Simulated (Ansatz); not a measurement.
Basis-set series for `[OH][Sc]([F])[F]`. The species carries charge 0 and has multiplicity 1. Geometry: relaxed with PBE0-D4/def2-TZVP. It is one conformer, not always the lowest.

```csv
functional,basis,functions,energy (Eh),HOMO (eV),LUMO (eV)
PBE0-D4,def2-TZVPP,171,-1036.12786,-9.32,-2.16
PBE0-D4,def2-QZVPP,294,-1036.15738,-9.32,-2.15
ωB97M-V,def2-TZVPP,171,-1036.47461,-11.82,-0.62
ωB97M-V,def2-QZVPP,294,-1036.50212,-11.82,-0.63
```

Task: Give the rows for def2-SVP. (Estimate.)

Result: Ansatz gave: 
```
functional     basis  functions  energy (Eh)  HOMO (eV)  LUMO (eV)
   PBE0-D4  def2-SVP         78  -1035.67987      -8.88      -1.89
   ωB97M-V  def2-SVP         78  -1036.01966     -11.35      -0.28
```

Scalar relativity is left out up to krypton.
